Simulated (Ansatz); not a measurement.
CH₃S, doublet, at a GFN2-xTB geometry; HF/6-31G* in Ansatz (a first-principles code).

The Ansatz input:
Ansatz 0.2 input:
```yaml
crystal:
  periodic: [false, false, false]
  atoms:
    - {symbol: C, position_ang: [0.01437225, 1.10467196, 0.00732222]}
    - {symbol: S, position_ang: [-0.00894335, -0.68739846, -0.00455636]}
    - {symbol: H, position_ang: [1.04719307, 1.44329523, 0.02596812]}
    - {symbol: H, position_ang: [-0.50936900, 1.45780609, 0.89203890]}
    - {symbol: H, position_ang: [-0.48096403, 1.46924225, -0.88903858]}
basis:
  gaussian:
    orbitals: 6-31G*
hamiltonian:
  xc: hf
magnetization: {spin_polarized: true, initial_magnetization: 1}
```

### Question
Predict the main parts of the log of this Ansatz run.

### Answer

```
Functional definition: HF
408 factors; integrals over basis functions are off by at most 6.7e-4 eV
mean field evaluation 1: about -11893.1389 eV, gradient 1.0e1 eV
mean field evaluation 2: about -11893.1700 eV, gradient 1.0e1 eV
mean field evaluation 4: about -11894.1078 eV, gradient 8.6e-1 eV
mean field evaluation 8: about -11894.1202 eV, gradient 2.4e-3 eV
mean field evaluation 16: about -11893.1624 eV, gradient 1.1e1 eV
mean field evaluation 32: about -11894.1196 eV, gradient 2.8e-1 eV
mean field evaluation 64: about -11894.1202 eV, gradient 1.1e-2 eV
mean field evaluation 96: about -11894.1202 eV, gradient 8.3e-3 eV
mean field evaluation 128: about -11894.1202 eV, gradient 8.5e-3 eV
mean field evaluation 160: about -11894.1202 eV, gradient 3.2e-2 eV
mean field -11894.12019925 eV, -437.1008551983 hartree, gradient 3.1e-6 eV, S^2 0.758297; 3 other end points of the search recorded, 0 dependent functions left out
reference -11894.12019925 eV, -437.1008551983 hartree; 13, 12 occupied and 27, 28 virtual orbitals, 408 factors
Total energy: -11894.12019925 eV, -437.1008551983 hartree
```
